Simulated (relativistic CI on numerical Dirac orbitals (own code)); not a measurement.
**Pr3+: 3d photoemission**

Computed with this model: Dirac-Coulomb-Breit CI, orbitals from a KLI potential per configuration, a model potential for QED, valence Slater integrals scaled by 0.7, multiplet model of photoemission in the sudden approximation; configurations [Xe] 4f2 → [Ar] 3d9 4s2 4p6 4d10 4f2 5s2 5p6; 80 K; Lorentzian 0.63 eV and Gaussian 0.7 eV FWHM. Energies are those of the free ion, without screening or charge transfer. The energies are binding energies and can lie tens of eV above those of solids. S is read from ⟨S²⟩ = S(S + 1).

Computed curve for free ion, scaled to 100 at the maximum (points under 2 are left out and the grid is thinned):

```json
{"Energy (eV)": "963.9", "Intensity": "2.1"}
{"Energy (eV)": "964.4", "Intensity": "2.9"}
{"Energy (eV)": "964.8", "Intensity": "3.9"}
{"Energy (eV)": "965.3", "Intensity": "6.4"}
{"Energy (eV)": "965.7", "Intensity": "11.2"}
{"Energy (eV)": "966.2", "Intensity": "28.5"}
{"Energy (eV)": "966.6", "Intensity": "54.2"}
{"Energy (eV)": "967.1", "Intensity": "87.0"}
{"Energy (eV)": "967.5", "Intensity": "100.0"}
{"Energy (eV)": "968.0", "Intensity": "92.3"}
{"Energy (eV)": "968.4", "Intensity": "70.8"}
{"Energy (eV)": "968.9", "Intensity": "41.3"}
{"Energy (eV)": "969.3", "Intensity": "28.2"}
{"Energy (eV)": "969.8", "Intensity": "14.1"}
{"Energy (eV)": "970.3", "Intensity": "6.6"}
{"Energy (eV)": "970.7", "Intensity": "4.4"}
{"Energy (eV)": "971.2", "Intensity": "3.5"}
{"Energy (eV)": "971.6", "Intensity": "3.6"}
{"Energy (eV)": "972.1", "Intensity": "4.0"}
{"Energy (eV)": "972.5", "Intensity": "3.8"}
{"Energy (eV)": "973.0", "Intensity": "2.9"}
{"Energy (eV)": "973.4", "Intensity": "2.0"}
{"Energy (eV)": "985.4", "Intensity": "2.8"}
{"Energy (eV)": "985.8", "Intensity": "4.3"}
{"Energy (eV)": "986.3", "Intensity": "9.1"}
{"Energy (eV)": "986.7", "Intensity": "21.2"}
{"Energy (eV)": "987.2", "Intensity": "46.4"}
{"Energy (eV)": "987.7", "Intensity": "48.9"}
{"Energy (eV)": "988.1", "Intensity": "50.3"}
{"Energy (eV)": "988.6", "Intensity": "41.0"}
{"Energy (eV)": "989.0", "Intensity": "22.8"}
{"Energy (eV)": "989.5", "Intensity": "17.6"}
{"Energy (eV)": "989.9", "Intensity": "24.6"}
{"Energy (eV)": "990.4", "Intensity": "21.4"}
{"Energy (eV)": "990.8", "Intensity": "13.1"}
{"Energy (eV)": "991.3", "Intensity": "11.4"}
{"Energy (eV)": "991.7", "Intensity": "13.9"}
{"Energy (eV)": "992.2", "Intensity": "9.6"}
{"Energy (eV)": "992.6", "Intensity": "4.7"}
{"Energy (eV)": "993.1", "Intensity": "2.2"}
```

The ground state has S = 0.97, and the centroid lies at 976.09 eV.
